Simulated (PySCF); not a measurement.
# Löwdin shares of the frontier orbitals

C2H8SSi2.
Numbering: `[CH3:1][C:2](=[S:3])[SiH2:4][SiH3:5]` (hydrogens: H6, H7, H8 on C1; H9, H10 on Si4; H11, H12, H13 on Si5)

Cartesian coordinates in Å at the PBE0-D3(BJ)/def2-SVP level; atoms count from 1:
```xyz
13
C2H8SSi2 angstrom
C      1.9861    0.1817    0.8067
C      1.0084   -0.7206    0.1290
S      0.8641   -2.3061    0.4735
Si    -0.2105    0.0038   -1.1412
Si    -2.2454    0.2378    0.0006
H      1.4731    1.0714    1.2120
H      2.5249   -0.3371    1.6121
H      2.7117    0.5629    0.0668
H     -0.3437   -0.9204   -2.3036
H      0.2564    1.3455   -1.6235
H     -2.7080   -1.1037    0.4656
H     -3.2888    0.8500   -0.8790
H     -2.0387    1.1225    1.1897
```

Level of theory: TDDFT CAM-B3LYP/def2-SVPD, vertical, gas phase, core orbitals frozen in the response in PySCF.

Frontier orbitals with the atoms that hold most of them (Löwdin shares over 4%, at most four atoms; ? is withheld):

```csv
orbital,ε (eV),atoms
LUMO+2,1.02,"Si5 36%, Si4 15%, H13 8%, S3 7%"
LUMO+1,0.85,"Si4 24%, Si5 14%, S3 11%, C1 10%"
LUMO,?,"S3 40%, C2 38%, C1 6%, Si4 5%"
HOMO,-7.72,?
HOMO-1,-9.28,?
HOMO-2,-10.33,"S3 22%, C2 20%, Si4 16%, Si5 15%"
HOMO-3,-10.98,"C2 17%, S3 17%, Si5 14%, Si4 12%"
```

(1) Which atoms hold the HOMO, and with what shares?

(2) Which atoms hold the HOMO-1, and with what shares?

(3) What is the LUMO energy, and the HOMO–LUMO gap?

## Answers

(1) S3 (bonded to C) 70%; C2 (bonded to C, S and Si) 15%; Si4 (bonded to C, Si and 2 H) 6%; C1 (bonded to C and 3 H) 4%. By element: sulfur 70%, carbon 20%, silicon 6% or more.

(2) S3 (bonded to C) 28%; Si5 (bonded to Si and 3 H) 20%; Si4 (bonded to C, Si and 2 H) 18%; C2 (bonded to C, S and Si) 16%. By element: silicon 38%, sulfur 28%, carbon 16% or more.

(3) ε(LUMO) = -1.42 eV; the gap is 6.31 eV (0.2318 hartree).

Problem. How does S1 compare with the orbital gap of 6.31 eV?

Solution. S1 is at 2.14 eV (f = 0.0003), 4.17 eV below the gap, made of HOMO→LUMO (98%). Without the coupling terms of the response equations the lowest excitation would equal the gap.

Problem. Give energy, strength and leading configuration of S1, S2 and S4, and follow the Löwdin shares of the leading atoms from the occupied to the empty orbital.

Solution. 
- S1 (2.14 eV, f 0.0003), HOMO→LUMO (98%): S3 70% → 40%, C2 15% → 38%; low, almost dark, from the terminal sulfur into the C=S bond, the pattern of n→π*
- S2 (5.06 eV, f 0.155), HOMO-1→LUMO (91%): S3 28% → 40%, Si5 20% → at most 6%, C2 16% → 38%
- S4 (5.80 eV, f 0.017), HOMO→LUMO+1 (85%): S3 70% → 11%, C2 15% → at most 10%, Si4 6% → 24%, Si5 at most 5% → 14%

Löwdin shares depend on the basis, the more so with diffuse functions.

One conformer stands for the species.
